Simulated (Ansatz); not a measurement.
A structure relaxed at PBE0-D4/def2-SVP in Ansatz, charge 0, singlet:

| atom | x (Å) | y (Å) | z (Å) |
| --- | --- | --- | --- |
| W1 | 1.418 | -0.452 | -0.508 |
| W2 | -0.893 | 0.418 | 0.678 |
| W3 | -0.598 | 0.465 | -1.988 |
| S4 | -2.297 | -0.573 | -0.875 |
| S5 | -1.858 | 0.129 | 2.852 |
| S6 | 0.038 | 2.197 | -0.728 |
| S7 | 0.390 | -1.513 | 1.481 |
| S8 | 3.152 | 0.664 | 0.031 |
| S9 | -1.765 | 2.048 | 2.062 |
| S10 | 1.155 | -0.673 | -2.899 |
| S11 | 1.258 | -2.710 | -0.104 |

Give its formula.

the cluster W₃S₈.

Summarise the bond lengths by kind (pairs closer than 1.2 times the sum of covalent radii, bridged metal pairs left out).

13 × S–W 2.13 to 3.00 Å; 2 × S–S 2.08 to 2.17 Å.

In the def2 sets W takes a core potential; there is no spin–orbit coupling. The relaxation made no stability test and no search for a lower SCF solution. No other spin state of charge 0 was run. Another isomer (singlet) lies 2.27 eV lower at PBE0-D4/def2-TZVP; other spin states weren't run for this one.
